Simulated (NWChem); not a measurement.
Species: SiHF, singlet; SMILES [SiH]F

Results from NWChem. Pople sets run with spherical d functions. Low-valent species are run as closed-shell singlets; no triplet was tried in these runs. All runs use the structure optimised with PBE-D3(BJ)/def2-SVP. B3LYP is NWChem's, with the RPA form of VWN correlation. Ions are spin-unrestricted doublets at the neutral geometry; other ion states weren't tried.

Q: What does the run give for B3LYP/6-31+G*? Quantities: vertical ionisation energy, ΔSCF (eV); −ε(HOMO) (eV).

A: 
- vertical ionisation energy, ΔSCF (eV): 9.79
- −ε(HOMO) (eV): 6.96
